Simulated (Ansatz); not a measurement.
Harmonic frequencies (cm⁻¹) at PBE0-D4/def2-TZVP from Ansatz: 68, 110, 115, 157, 172, 259, 304, 651, 658.

**Question.** Which molecule is it?
A. `N#[C][Sn]([F])([Cl])[Cl]`
B. `[F][SnH2][F]`
C. `[Cl][SnH3]`
D. `[F][Sn]([F])([Br])[Br]`

**Answer.** D.
